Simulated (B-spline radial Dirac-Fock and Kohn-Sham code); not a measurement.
# What relativity does to the binding energies of Cr⁺

System: Cr⁺, configuration 1s2 2s2 2p6 3s2 3p6 3d5.

Both columns are ΔSCF binding energies of the configuration average from a B-spline atomic structure program: non-relativistic Hartree-Fock with a point nucleus, and Dirac-Fock with a finite nucleus and the Coulomb interaction alone, averaged over the two j levels with weights 2j+1.

```csv
shell,Hartree-Fock (eV),Dirac-Fock (eV),shift (eV),shift (%)
1s,5965.7,6012.5,+46.82,+0.78
2s,703.6,713.1,+9.58,+1.36
2p,591.5,593.1,+1.58,+0.27
3s,92.96,94.45,+1.49,+1.60
3p,59.97,60.27,+0.30,+0.50
3d,13.58,13.46,-0.12,-0.85
```

Relativity binds 1s, 2s, 2p, 3s, 3p more strongly, among those listed most of all 3s in relative terms, and 3d more weakly, because the contracted s and p shells screen the nucleus better.

Values without a named source are computed, but for edge energies of neutral atoms, which are taken from tables.
